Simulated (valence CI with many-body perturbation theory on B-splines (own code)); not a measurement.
Results of a calculation; reference values are marked as such.
# From CI to CI+MBPT in Rh³¹⁺

Method: relativistic CI+MBPT: four valence electrons over a frozen Dirac-Fock core [Ne], radial functions for each j: 11 s, 11 p, 9 d, 7 f, 5 g, 2 h, 1 i, with the one-electron correlation potential Σ1, the two-electron term Σ2, the three-electron term Σ3, Breit, model QED; selected CI, second order for the rest (own B-spline code, finite nucleus).

No measured spectrum was set against this ion. As an estimate, large intervals hold to a few tenths of a per cent, small ones and those within an open d or f shell to about a per cent.

Each rung adds one term. CI alone is the Dirac-Coulomb CI over the frozen core; QED comes last and gives the full result, which names the levels. Energies are above (3s^2 3p1/2^2) J=0 on the same rung, in cm⁻¹.

Levels are named by their leading jj configuration (3d3/2^4 stands for four electrons in 3d with j = 3/2), which in mixed levels can hold well under half, so a name can repeat and another be missing. Letters in brackets count levels of one name in rising energy.

```tsv
Level	CI alone	+ Σ1	+ Σ2	+ Σ3	+ Breit	Full
(3s^2 3p1/2 3p3/2) J=1	236745	237156	237545	237651	233199	233746
(3s^2 3p1/2 3p3/2) J=2	277364	277790	277964	277981	272751	273316
(3s^2 3p3/2^2) J=2	543140	543972	544491	544531	535196	536255
(3s^2 3p3/2^2) J=0	633865	634700	634781	634571	626010	627004
(3s 3p1/2^2 3p3/2) J=2	846480	845440	846505	846976	845953	841019
(3s 3p1/2^2 3p3/2) J=1	977518	976501	976146	976480	975350	970862
(3s 3p1/2 3p3/2^2) J=2 [a]	1071080	1070380	1071580	1072090	1067410	1063390
(3s 3p1/2 3p3/2^2) J=3	1137270	1136630	1137520	1137990	1131500	1127640
(3s^2 3p1/2 3d3/2) J=2	1159040	1158150	1157650	1157710	1150610	1149800
(3s 3p1/2 3p3/2^2) J=0	1224040	1223380	1223610	1223860	1219490	1215330
(3s 3p1/2 3p3/2^2) J=1 [a]	1248820	1248170	1247500	1247740	1242480	1238600
(3s 3p1/2 3p3/2^2) J=2 [b]	1283570	1282920	1281890	1281930	1274340	1272250
(3s^2 3p1/2 3d5/2) J=3	1323450	1322880	1321120	1320710	1310330	1310160
(3s 3p1/2 3p3/2^2) J=1 [b]	1337140	1336320	1331650	1331380	1326460	1323400
(3s^2 3p1/2 3d5/2) J=2	1376890	1376280	1372170	1371600	1363640	1362120
(3s^2 3p1/2 3d3/2) J=1	1383230	1382420	1377700	1377120	1371510	1369160
(3s 3p3/2^3) J=2	1445590	1445320	1445130	1445330	1434390	1432450
(3s^2 3p3/2 3d5/2) J=4	1528820	1528680	1528020	1527780	1512740	1513340
(3s^2 3p3/2 3d3/2) J=1	1567500	1566990	1562960	1562550	1552670	1551530
(3s^2 3p3/2 3d3/2) J=2	1579660	1579080	1573890	1573250	1562910	1562150
(3s^2 3p3/2 3d3/2) J=3	1589940	1589460	1585110	1584340	1571920	1572010
(3s^2 3p3/2 3d3/2) J=0	1589360	1588820	1585010	1584320	1574010	1573940
(3s 3p3/2^3) J=1	1662300	1662050	1658260	1657780	1646830	1645020
(3s^2 3p3/2 3d5/2) J=2	1680200	1679950	1675120	1674430	1662550	1661190
(3s^2 3p3/2 3d5/2) J=3	1711540	1711270	1706580	1705410	1691480	1691930
(3s^2 3p3/2 3d5/2) J=1	1781570	1781320	1776090	1774820	1763190	1762120
(3s 3p1/2^2 3d3/2) J=1	1791450	1789060	1788630	1788720	1786050	1780430
(3s 3p1/2^2 3d3/2) J=2	1805540	1803200	1802660	1802850	1799820	1793750
(3p1/2^2 3p3/2^2) J=2	1872770	1870700	1869830	1870410	1867010	1859540
(3s 3p1/2^2 3d5/2) J=3	1889400	1887370	1886500	1886510	1880390	1874980
(3s 3p1/2 3p3/2 3d3/2) J=0 [a]	1969350	1967300	1966870	1967280	1963620	1956730
```

(1) How does the ionisation energy move along the ladder, and which term matters most?

## Answers

(1) CI alone 1850.1, + Σ1 1851.0, + Σ2 1851.0, + Σ3 1850.8, + Breit 1849.3, + QED 1849.3 eV. The largest step is Breit, -1.5 eV. NIST lists 1851 ± 4 eV (semi-empirical).
